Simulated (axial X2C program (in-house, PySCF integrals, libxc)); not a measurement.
NaK⁺: cheaper levels and CCSD(T), with spin–orbit coupling

Computed with an axial X2C code built on PySCF integrals. Two-component (2c) means X2C with spin–orbit coupling and atomic mean-field two-electron Coulomb and Gaunt terms. Basis: K dyall-cv3z [11s12p6d3f], Na dyall-cv3z [9s8p5d2f] (cores contracted in-house); Gaussian nuclei, density fitting, unrestricted open shells. Masses: K 38.964 u, Na 22.990 u.

State: Ω = 1/2 (⟨Sz⟩ = 0.50, ⟨Lz⟩ = 0.00 at HF); fragments K+ + Na.

```
level  Re (Å)  ωe (cm⁻¹)  De (eV)
 PBE0   4.104       85.8    0.593
   HF   4.263       85.3    0.508
  MP2   4.135       90.6    0.602
 CCSD   4.136       90.7    0.596
B97-3   4.190       78.4    0.464
```

Correlated methods: 9 electrons correlated (number of frozen shells: K 2 s, 1 p; Na 2 s, 1 p), 261 virtual spin orbitals or spinors in MP2, 75 natural virtuals in coupled cluster.

CCSD(T), same Hamiltonian and basis:

Re = 4.128 Å, ωe = 91.0 cm⁻¹, De = 0.61 eV; T1 = 0.004 (Lee–Taylor normalisation).

Task: Give the differences from CCSD(T) in the columns below.

Result: 

```json
{"level": "PBE0", "ΔRe (Å)": "-0.024", "Δωe (cm⁻¹)": "-5.2", "ΔDe (eV)": "-0.02"}
{"level": "HF", "ΔRe (Å)": "0.135", "Δωe (cm⁻¹)": "-5.7", "ΔDe (eV)": "-0.10"}
{"level": "MP2", "ΔRe (Å)": "0.007", "Δωe (cm⁻¹)": "-0.4", "ΔDe (eV)": "-0.01"}
{"level": "CCSD", "ΔRe (Å)": "0.008", "Δωe (cm⁻¹)": "-0.3", "ΔDe (eV)": "-0.01"}
{"level": "B97-3", "ΔRe (Å)": "0.062", "Δωe (cm⁻¹)": "-12.6", "ΔDe (eV)": "-0.15"}
```

The state is one determinant whose occupation by symmetry is held fixed; it was picked as the lowest of a PBE0 search that is not exhaustive. Dissociation energies refer to the lowest single-determinant-based atoms at the same level and basis. Density functionals use the spin component along the axis (collinear). CCSD and (T) use frozen natural virtuals with an MP2 correction for the truncation; (T) itself is uncorrected, so its De runs slightly low.
